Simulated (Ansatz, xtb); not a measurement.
# Two isomers of C4H4BrN

Structure a is `C/C(Br)=C\C#N`, a singlet and structure b is `N#C/C=C/CBr`, a singlet. Both are isolated molecules in the gas phase, relaxed with PBE0-D3(BJ)/def2-SVP, each in the lowest conformer that the search found.

a (Å):

```xyz
10

C    -0.3452    0.3031    1.4683
C    -0.4393    0.4915   -0.0027
C    -0.7505   -0.4531   -0.9107
C    -1.0344   -1.7944   -0.5276
Br   -0.0808    2.2364   -0.6141
N    -1.2673   -2.8902   -0.2242
H    -0.5682   -0.7373    1.7419
H    -1.0511    0.9715    1.9850
H     0.6649    0.5608    1.8223
H    -0.7950   -0.2174   -1.9766
```

b (Å):

| atom | x (Å) | y (Å) | z (Å) |
| --- | --- | --- | --- |
| C | 1.2282 | -1.0197 | 0.8427 |
| C | 1.5352 | 0.3723 | 0.8310 |
| C | 0.8891 | 1.2537 | 0.0510 |
| C | 1.2124 | 2.6982 | 0.0246 |
| Br | -0.2999 | 3.7440 | 0.6861 |
| N | 0.9940 | -2.1556 | 0.8609 |
| H | 2.3392 | 0.6968 | 1.5007 |
| H | 0.0794 | 0.9106 | -0.6010 |
| H | 1.3891 | 3.0583 | -0.9977 |
| H | 2.0727 | 2.9479 | 0.6574 |

Quicker runs give these differences E(b) − E(a): GFN2-xTB +24.9 kJ/mol; HF/STO-3G +23.4 kJ/mol (at GFN2-xTB geometries); r2SCAN-D4/def2-SVP +19.4 kJ/mol (at GFN2-xTB geometries).

Problem. Estimate E(b) − E(a) at the level CCSD(T)/def2-SVP + ΔMP2/def2-TZVPP.

Solution. Calculated at CCSD(T)/def2-SVP + ΔMP2/def2-TZVPP: E(b) − E(a) = +13.1 kJ/mol, so structure a lies lower.

The same difference at several levels:

```
                             level              geometry  E(b) − E(a) (kJ/mol)  departure from the last row (kJ/mol)  job, with rough time for the two
                          GFN2-xTB              GFN2-xTB                   +24.9                                 +11.8              optimisation, 0.27 s
                         HF/STO-3G              GFN2-xTB                   +23.4                                 +10.3              single point, 0.86 s
                r2SCAN-D4/def2-SVP              GFN2-xTB                   +19.4                                  +6.4               single point, 5.6 s
              PBE0-D3(BJ)/def2-SVP  PBE0-D3(BJ)/def2-SVP                   +17.3                                  +4.2                optimisation, 74 s
                       HF/def2-SVP  PBE0-D3(BJ)/def2-SVP                    +0.9                                 −12.2           part of the CCSD(T) run
                      MP2/def2-SVP  PBE0-D3(BJ)/def2-SVP                   +17.4                                  +4.3           part of the CCSD(T) run
                  CCSD(T)/def2-SVP  PBE0-D3(BJ)/def2-SVP                   +12.3                                  −0.7                      single point
CCSD(T)/def2-SVP + ΔMP2/def2-TZVPP  PBE0-D3(BJ)/def2-SVP                   +13.1                                                      single point, 87 s
```

As drawn, both hold the same kinds of bond in the same numbers. Structure a has 1 methyl group, b 0.

HF/def2-SVP finds them nearly level. The largest departure from CCSD(T)/def2-SVP + ΔMP2/def2-TZVPP is that of HF/def2-SVP, 12.2 kJ/mol. The last row adds to CCSD(T) the change of the MP2 difference between the two basis sets, here +0.7 kJ/mol.

With thermal terms from frequencies at re-optimised GFN2-xTB minima (ideal gas, soft modes damped towards free rotors, one conformer each, 298.15 K, 1 atm): on the last row, ΔE + ΔZPE = +13.5, ΔH = +13.1, ΔG = +12.3 kJ/mol.

The correlated steps freeze 14 core orbitals; the filled d shell of Br is correlated, in a basis made for valence electrons. Programs: Ansatz 0.2.0, xtb 6.7.1; the last row on 2 threads of Intel(R) Xeon(R) Processor @ 2.70GHz on a shared host.
